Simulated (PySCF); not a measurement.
Sulfur: a sound run and one with changed settings

Sound run: S²⁺ [Ne] 3s2 3p2, S³⁺ [Ne] 3s2 3p1. Computed with PySCF 2.14 in jorge-DZP-DKH (7s4p1d, 24 functions), with the spin-free X2C one-electron Hamiltonian (Gaussian nucleus). In the sound run the correlated levels freeze [Ne]. The sound run starts from symmetry-adapted Hartree-Fock orbitals and uses a fine grid where one is needed.

Changed run: a valence shell is frozen. This setting is unsound on purpose.

| species | method | sound run (hartree) | changed run (hartree) | converged |
| --- | --- | --- | --- | --- |
| S²⁺ | MP2 | -397.45765 | -397.40980 | yes |
| S²⁺ | CCSD(T) | -397.47976 | -397.41215 | yes |

Ionisation energy of S²⁺:

| method | sound run (eV) | changed run (eV) |
| --- | --- | --- |
| UHF | 34.121 | 34.121 |
| MP2 | 34.453 | 34.279 |
| SCS-MP2 | 34.371 | 34.174 |
| CCSD | 34.480 | 34.343 |
| CCSD(T) | 34.489 | 34.343 |
| CCSDT | n/a | 34.343 |
| FCI | n/a | 34.343 |

Freezing a valence shell removes pair correlation that changes on ionisation.

For comparison, NIST gives 34.86 ± 0.04 eV between the lowest levels.
